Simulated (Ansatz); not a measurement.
Molecule: SnF (charge +1, singlet). 
Coordinates optimised at B3LYP-D3(BJ)/def2-TZVP (Ansatz, an electronic-structure program):
```xyz
2

Sn     0.0000     0.0000    -0.2879
F      0.0000     0.0000     1.5994
```
Charge +1, spin multiplicity 1.

Quantity: vertical electron affinity (to the doublet state of charge +0; a negative value means that the extra electron is unbound and the number depends on the basis; each state is the SCF solution reached for its spin), in eV. Correlated levels leave the core frozen unless marked. Open shells are spin-unrestricted. Spin-orbit coupling is left out. The frozen core is the preceding noble-gas configuration, with the filled d and f shells of earlier blocks. In def2 rows, elements after Kr have scalar-relativistic effective core potentials. CBS(X,Y): correlation extrapolated as X^-3; Hartree-Fock from the larger set.

```csv
level,program,vertical electron affinity (eV)
PBE/def2-TZVPD,Ansatz,?
B3LYP/def2-TZVPD,Ansatz,?
BHLYP/def2-TZVPD,Ansatz,7.08
CAM-B3LYP/def2-TZVPD,Ansatz,7.15
wB97X-V/def2-TZVPD,Ansatz,?
wB97X/def2-TZVPD,Ansatz,6.98
"CCSD(T)/CBS(def2-TZVPPD,def2-QZVPPD)",Ansatz,6.98
```

Question: Some entries are withheld; supply them.

Answer: 
- PBE/def2-TZVPD, vertical electron affinity (eV): 6.95
- B3LYP/def2-TZVPD, vertical electron affinity (eV): 7.09
- wB97X-V/def2-TZVPD, vertical electron affinity (eV): 6.99
